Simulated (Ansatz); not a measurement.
Gas-phase electronic energies from Ansatz, PBE0-D4/def2-TZVP geometries. CBS: MP2 limit from def2 TZ/QZ plus the TZ coupled-cluster correction, frozen cores. This one scheme is used for every species. Double bonds are as drawn, so ΔE can hold a change between cis and trans. Functionals use def2-TZVPP. B3LYP here is the variant with VWN-RPA as its local correlation; programs differ in this. One conformer a species, not always the lowest.

`C/C=C/S` + `[NH2][AlH2]` → `C/C=C\[NH][AlH2]` + H₂S  (substitution at a C–S bond)

```json
{"level": "PBE-D4", "ΔE (kcal/mol)": "0.2", "difference from CCSD(T)/CBS": "-0.7"}
{"level": "PBE0-D4", "ΔE (kcal/mol)": "0.0", "difference from CCSD(T)/CBS": "-0.9"}
{"level": "B3LYP-D4", "ΔE (kcal/mol)": "-0.2", "difference from CCSD(T)/CBS": "-1.1"}
{"level": "ωB97X-V", "ΔE (kcal/mol)": "0.2", "difference from CCSD(T)/CBS": "-0.7"}
{"level": "B2PLYP", "ΔE (kcal/mol)": "0.7", "difference from CCSD(T)/CBS": "-0.2"}
{"level": "PBE", "ΔE (kcal/mol)": "0.7", "difference from CCSD(T)/CBS": "-0.2"}
{"level": "B3LYP", "ΔE (kcal/mol)": "0.6", "difference from CCSD(T)/CBS": "-0.3"}
{"level": "MP2/def2-TZVPP", "ΔE (kcal/mol)": "0.7", "difference from CCSD(T)/CBS": "-0.2"}
{"level": "CCSD/def2-TZVPP", "ΔE (kcal/mol)": "0.0", "difference from CCSD(T)/CBS": "-0.9"}
{"level": "MP2/CBS(def2)", "ΔE (kcal/mol)": "1.5", "difference from CCSD(T)/CBS": "0.6"}
{"level": "CCSD(T)/CBS", "ΔE (kcal/mol)": "0.9", "difference from CCSD(T)/CBS": "0"}
```

Largest T1 diagnostic among the species: 0.012.

The D4 term adds −0.8 kcal/mol with B3LYP and −0.5 kcal/mol with PBE0; it sums over pairs of atoms, weighted by their polarisabilities, and B3LYP, whose exchange is more repulsive, gets the larger term.
